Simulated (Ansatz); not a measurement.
`C[SiH2][B]([AlH2])[SiH3]` and `F[B]([AlH2])[SiH3]` differ in one atom or group.

Ansatz, PBE0-D4/def2-TZVP geometries, multiplicity 1. Each molecule was computed in one conformer, which needn't be the lowest.

```
                                      property  `C[SiH2][B]([AlH2])[SiH3]`
            LUMO energy (PBE0/def2-TZVPP) / eV                       -3.02
             LUMO energy (PBE/def2-TZVPP) / eV                       -3.90
            HOMO energy (PBE0/def2-TZVPP) / eV                       -7.20
size of the dipole moment (PBE/def2-TZVPP) / D                        0.94
       HOMO–LUMO gap (ωB97M-V/def2-TZVPP) / eV                        8.19
           HOMO energy (B3LYP/def2-TZVPP) / eV                       -7.02
```

Q: Give the same properties after the change, and the shifts. (Best estimate.)

A: Computed: 
```
                                      property  `F[B]([AlH2])[SiH3]`  shift
            LUMO energy (PBE0/def2-TZVPP) / eV                 -2.08   0.94
             LUMO energy (PBE/def2-TZVPP) / eV                 -3.02   0.88
            HOMO energy (PBE0/def2-TZVPP) / eV                 -6.83   0.37
size of the dipole moment (PBE/def2-TZVPP) / D                  0.09  -0.85
       HOMO–LUMO gap (ωB97M-V/def2-TZVPP) / eV                  8.48   0.29
           HOMO energy (B3LYP/def2-TZVPP) / eV                 -6.65   0.37
```

With PBE0 the HOMO rises by 0.37 eV and the LUMO rises by 0.94 eV, so the gap widens by about 0.57 eV. PBE moves the HOMO by 0.38 eV and ωB97M-V by 0.40 eV. Dipoles are sizes alone; their direction can turn.

B3LYP here is the variant with VWN-RPA as its local correlation; programs differ in this.
